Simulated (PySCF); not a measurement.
## Molecular orbitals of TlCl⁺

PBE at R = 3.244 Å; basis Tl def2-SVPD with ECP60, Cl def2-SVPD; scalar-relativistic core potentials; PySCF 2.14. State: ²Π (doublet), unpaired electrons π ↑. Only the outer orbitals are listed, counted within each symmetry, core potentials removing the inner ones.

| spin | orbital | occ. | ε (eV) | on Tl (%) | main shells (%) |
| --- | --- | --- | --- | --- | --- |
| α | 8σ | 1 | -15.89 | 91 | 91 Tl s |
| α | 4π | 1 | -14.84 | 0 | 100 Cl p |
| α | 9σ | 1 | -13.50 | 10 | 90 Cl p |
| α | 4π | 1 | -13.33 | 0 | 100 Cl p |
| α | 5π | 0 | -7.86 | 99 | 99 Tl p |
| α | 5π | 0 | -7.82 | 99 | 99 Tl p |
| α | 10σ | 0 | -7.41 | 98 | 98 Tl p |
| β | 8σ | 1 | -15.87 | 93 | 93 Tl s |
| β | 9σ | 1 | -13.10 | 9 | 91 Cl p |
| β | 4π | 1 | -12.90 | 0 | 100 Cl p |
| β | 4π | 0 | -12.63 | 0 | 100 Cl p |
| β | 5π | 0 | -7.84 | 99 | 99 Tl p |
| β | 5π | 0 | -7.82 | 99 | 99 Tl p |

**Question.** Which are the highest filled and the lowest empty level, where do they sit, and how wide is the gap?

**Answer.** Highest filled β 4π at -12.90 eV (in %: 100 Cl p); lowest empty β 4π at -12.63 eV (in %: 100 Cl p); the gap at PBE is 0.27 eV. Both belong to one degenerate shell, split only by its one-sided filling, so this is no excitation gap.

The bond order (Mayer) is 0.17. The ⟨S²⟩ is 0.752 and the charge on Tl (Mulliken, basis-dependent) is 0.95. The charge on Tl (Löwdin, basis-dependent) is 0.89, the dipole moment (positive dipole points towards Cl; it is taken about the centre of mass and depends on that origin) is -0.26 D and the polarisability along the bond is 52.6 bohr³. The polarisability across the bond is 31.6 bohr³.

Spin–orbit coupling is left out, which matters for elements this heavy, above all for dissociation energies. The state is the lowest determinant that a PBE0 search found; another state may lie lower at other levels.
